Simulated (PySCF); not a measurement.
COS, charge +1, doublet, geometry from GFN2-xTB (a state made from the parent by changing its charge; the spin is typed, not shown lowest).

PySCF was given this input:
```python
from pyscf import gto, scf, cc

mol = gto.M(
    atom='''
O    -0.00000000   -0.00000000   -1.68366881
C    -0.00000000   -0.00000000   -0.55245407
S     0.00000000    0.00000000    1.04900468
''',
    basis='6-311g**',
    charge=1,
    spin=1,
    verbose=4,
)

mf = scf.UHF(mol)
mf.kernel()

mycc = cc.CCSD(mf, frozen=7)
mycc.kernel()
et = mycc.ccsd_t()
print('E(CCSD(T)) = %.10f' % (mycc.e_tot + et))
```

Question: What does this run give for the number of basis functions, MP2 correlation energy, coupled-cluster correlation energy (without the perturbative part)?

Answer: 
The number of basis functions is 62 and the MP2 correlation energy is -0.4144 Eh. The coupled-cluster correlation energy (without the perturbative part) is -0.4340 Eh.

These values belong to the state on which the SCF converged, which isn't shown to be the lowest.
